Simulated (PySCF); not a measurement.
5-methylidene-1,3-dioxolan-4-one (C₄H₄O₃), SMILES C=C1OCOC1=O.

Coordinates come from a TPSSh-D3(BJ)/def2-SVP optimisation. Other conformers were not sampled.

Computed with PySCF with B3LYP/def2-TZVP.

The molecule is in vacuum.

```
Property                                                                                                        Value
---------------------------------------------------------------------------------------------  ----------------------
total energy                                                                                       -380.63548 hartree
point group                                                                                                        Cs
highest occupied level                                                                                       -7.17 eV
lowest empty level                                                                                           -1.77 eV
orbital gap                                                                                                   5.40 eV
dipole moment                                                                                                  3.16 D
quadrupole, principal values (traceless, Buckingham form, about the centre of nuclear charge)  -10.16, 1.17, 8.99 D·Å
mean static polarisability                                                                       56.7 bohr³ (8.41 Å³)
polarisability, principal values                                                               36.2, 56.1, 78.0 bohr³
```
